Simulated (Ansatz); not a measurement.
Two structures of Al$_{2}$BH$_{4}$Cl$_{3}$O$_{5}$, singlet, reached by relaxing down either side of one saddle point (PBE0-D4/def2-TZVP). Energies are electronic, without zero-point energy. Computed with Ansatz 0.2.0 (basis: def2-TZVPP and def2-QZVPP); correlated methods freeze the cores. Extrapolation: Hartree–Fock as exp(−7.88 √X), correlation as X^−2.97. First:

B1  (-1.659, 0.870, 0.731)
Cl2  (-1.399, -0.910, 1.190)
Cl3  (-1.671, 1.019, -1.204)
Cl4  (-3.111, 1.566, 1.485)
H5  (-0.059, 1.575, 1.855)
O6  (-0.414, 1.643, 0.962)
Al7  (0.549, 1.359, -0.622)
O8  (1.164, 2.817, -1.188)
O9  (1.268, -0.142, -0.514)
Al10  (0.678, -1.721, -0.268)
O11  (1.356, -2.760, 0.891)
O12  (-0.193, -2.405, -1.554)
H13  (1.931, 2.893, -1.752)
H14  (1.997, -2.473, 1.537)
H15  (-0.435, -3.330, -1.549)
(Å)

Second:

```
atom    x (Å)    y (Å)    z (Å)
  B1  -1.8256   1.0697  -0.2679
 Cl2   0.1810  -0.6667   2.4549
 Cl3  -1.3642   1.1736  -2.0388
 Cl4  -3.4699   0.7551   0.1710
  H5  -0.4360   0.3220   1.8182
  O6  -0.8131   1.3707   0.5310
 Al7   0.6276   1.4044  -0.5634
  O8   1.2643   2.9295  -0.8772
  O9   1.4113  -0.0753  -0.4826
Al10   0.6993  -1.5172   0.0859
 O11   1.5443  -2.9461   0.4199
 O12  -0.9559  -1.5794  -0.3627
 H13   2.1535   3.0775  -1.1913
 H14   2.4964  -2.9864   0.4744
 H15  -1.5131  -2.3315  -0.1714
```

**Question.** Which bonds change from the first to the second?

**Answer.** Al₂BH₄Cl₃O₅ ([OH][Al]1([OH])[O][Al]2([OH])[OH][B]([Cl])([Cl]1)[Cl]2) → Al₂BH₄Cl₃O₅ ([OH][Al]([OH])([ClH])[O][Al]1([OH])[O][B]([Cl])[Cl]1); bonds formed: Cl2–H5; dative contacts that become bonds: B1–O6; bonds broken: B1–Cl2, H5–O6.

**Question.** Give the saddle point's structure and its height above each. (Judge from chemistry; the value comes from the calculation.)

**Answer.** By the calculation: 86.1 kJ/mol above the first and 58.2 kJ/mol above the second (CCSD(T) at an estimated basis limit (MP2 extrapolated from triple and quadruple zeta, plus CCSD(T) − MP2 in triple zeta)).
B1  (-1.751, 1.299, 0.379)
Cl2  (-0.851, -0.985, 1.689)
Cl3  (-1.653, 0.963, -1.360)
Cl4  (-3.230, 1.507, 1.210)
H5  (-0.317, 0.998, 1.604)
O6  (-0.489, 1.679, 0.884)
Al7  (0.706, 1.344, -0.562)
O8  (1.102, 2.825, -1.236)
O9  (1.388, -0.127, -0.305)
Al10  (0.647, -1.672, 0.026)
O11  (1.591, -2.926, 0.692)
O12  (-0.350, -2.078, -1.314)
H13  (1.831, 2.990, -1.829)
H14  (2.050, -2.845, 1.524)
H15  (-0.675, -2.972, -1.402)
(Å)

No T1 diagnostic of these runs exceeds 0.013.

The step is the kind of ligand exchange by which a precursor binds to a hydroxyl group, or is hydrolysed, in atomic layer deposition of oxides. Here a small cluster stands in for the surface site.

Labels in which every atom is bracketed show which atoms are joined, not bond orders.

For scale, one of the runs: CCSD(T)/def2-TZVPP, 452 basis functions, launched by `ansatz run in.yaml --threads 4 --pin off --events-out ev --progress --plain --max-ram 66560MiB --backend cuda --devices 0, --max-vram 37GiB`. The run took 44 s on 4 CPU threads of an AMD EPYC 7R13 and a share of one NVIDIA H100 (shared host), with 1.1 GiB of host memory at its peak.
